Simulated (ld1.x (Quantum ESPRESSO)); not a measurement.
## u(r) = r·R(r): atom against pseudo-atom (rhodium)

Columns: radius, all-electron u(r) and pseudo u(r) of the 5s shell (level -5.50 eV) of rhodium in the configuration [Kr] 4d8 5s0 5p1; PBEsol, scalar-relativistic, PAW scheme, ld1.x (Quantum ESPRESSO) 7.5.

```csv
r (bohr),all-electron,pseudo
0.213,0.1088,0.0572
0.425,0.0434,0.1154
0.638,-0.2368,0.1763
0.850,-0.2650,0.2394
1.062,-0.1177,0.3045
1.275,0.0815,0.3704
1.488,0.2648,0.4345
1.700,0.4082,0.4935
1.912,0.5096,0.5444
2.125,0.5745,0.5845
2.338,0.6094,0.6106
2.550,0.6212,0.6212
2.762,0.6161,0.6161
2.975,0.5989,0.5989
3.188,0.5734,0.5734
3.400,0.5428,0.5428
3.613,0.5090,0.5090
3.825,0.4740,0.4740
4.038,0.4385,0.4385
4.250,0.4038,0.4038
4.462,0.3703,0.3703
4.675,0.3381,0.3381
4.888,0.3077,0.3077
5.100,0.2793,0.2793
5.313,0.2528,0.2528
5.525,0.2283,0.2283
```

Problem. How many radial nodes do the two functions have?

Solution. The all-electron 5s function has n − l − 1 = 4 (the table is too coarse to show those close to the nucleus); the pseudo-wave has 0, since the states of the same l below it are removed with the core.

Problem. At about which radius was the pseudo-wave matched?

Solution. 2.55 bohr, where the columns begin to agree (steps of 0.21 bohr).

Problem. Where does each function peak?

Solution. Outermost all-electron maximum near 2.55 bohr, pseudo maximum near 2.55 bohr (to the table’s step).

Problem. Is the pseudo-wave norm-conserving?

Solution. No, it belongs to a PAW set: the norm inside the radius is not constrained, and the difference is carried by the augmentation charge.
